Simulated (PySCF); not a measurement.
C2H3O3, SMILES COC([O])=O, multiplicity 2.

Geometry optimised at PBE-D3(BJ)/def2-SVP. A frequency run showed that this geometry is not a minimum. The isomer is the one that the SMILES or the coordinates give; other isomers of the formula were not compared.

These are PBE-D3(BJ)/def2-SVP (PySCF) values and carry that method's errors.

No scaling factor is applied to the harmonic values.

Problem. List the normal modes with their intensities. (Estimate from the structure and the level; the computed values follow.)

Solution. 
```tsv
mode	ν (cm⁻¹)	IR (km/mol)	moving atoms (share of kinetic energy)
1	108i	0.1	H 93 %
2	131	1.8	O 68 %, C 16 %, H 16 %
3	267	4.1	O 47 %, C 34 %, H 20 %
4	515	16.2	O 77 %, C 20 %
5	607	1.4	O 72 %, C 21 %
6	726	22.8	C 80 %, O 20 %
7	900	15.3	O 60 %, C 30 %, H 10 %
8	1080	91.6	O 51 %, C 26 %, H 22 %
9	1125	0.0	H 78 %, C 18 %
10	1182	16.2	H 45 %, O 38 %, C 17 %
11	1378	61.8	H 79 %, C 16 %
12	1412	5.9	C 52 %, H 25 %, O 23 %
13	1414	7.3	H 97 %
14	1426	6.1	H 73 %, C 18 %, O 9 %
15	1562	420.1	C 60 %, O 32 %, H 8 %
16	2982	18.6	H 98 %
17	3092	8.2	H 90 %, C 10 %
18	3094	3.0	H 90 %, C 10 %
```
